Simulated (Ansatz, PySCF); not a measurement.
Si(OSiH3)(H)2(Me) (CH8OSi2), SMILES C[SiH2]O[SiH3]. Atoms are numbered in the order given.

```xyz
12

Si     0.9873     0.2179    -0.4381
C      2.4185     0.3176     0.7510
O     -0.3929    -0.1460     0.4153
Si    -2.0202    -0.4304     0.3279
H      1.2255    -0.8445    -1.4650
H      0.7974     1.5217    -1.1481
H      2.2441     1.0989     1.5063
H      2.5587    -0.6410     1.2733
H      3.3500     0.5578     0.2147
H     -2.5273    -0.6976     1.7034
H     -2.3001    -1.6151    -0.5401
H     -2.7310     0.7566    -0.2386
```
Charge 0, spin multiplicity 1.

Coordinates come from a PBE0-D3(BJ)/def2-SVP optimisation. The values are those of a single conformer.

Two levels are set side by side: PBE-D3(BJ)/def2-SVP (Ansatz, an electronic-structure program) and PBE0-D3(BJ)/def2-SVP (Ansatz). Each level has its own optimised geometry; the coordinates shown are those of the second. Frequencies come from the Hessian of PySCF at each geometry. Differences are taken from unrounded values.

| quantity | PBE0-D3(BJ) | PBE-D3(BJ) | PBE-D3(BJ) minus PBE0-D3(BJ) |
|---|---|---|---|
| mean bond length (Å) | 1.451 | 1.462 | 0.011 |
| bond Si1–C2 (Å) | 1.863 | 1.874 | 0.011 |
| bond Si1–O3 (Å) | 1.663 | 1.681 | 0.018 |
| bond O3–Si4 (Å) | 1.654 | 1.672 | 0.018 |
| bond Si1–H5 (Å) | 1.497 | 1.508 | 0.011 |
| bond Si1–H6 (Å) | 1.497 | 1.508 | 0.011 |
| bond C2–H7 (Å) | 1.101 | 1.108 | 0.008 |
| bond C2–H8 (Å) | 1.101 | 1.108 | 0.008 |
| bond C2–H9 (Å) | 1.101 | 1.109 | 0.008 |
| bond Si4–H10 (Å) | 1.490 | 1.501 | 0.011 |
| bond Si4–H11 (Å) | 1.495 | 1.507 | 0.012 |
| bond Si4–H12 (Å) | 1.495 | 1.507 | 0.012 |
| highest harmonic wavenumber (cm⁻¹) | 3172 | 3086 | -86 |
| mean harmonic wavenumber (cm⁻¹) | 1226 | 1186 | -39 |
| zero-point energy (kcal/mol) | 52.56 | 50.88 | -1.68 |

GGA bonds tend to be longer and softer than those of functionals with exact exchange. Differences between two approximate levels are no errors against the true value.
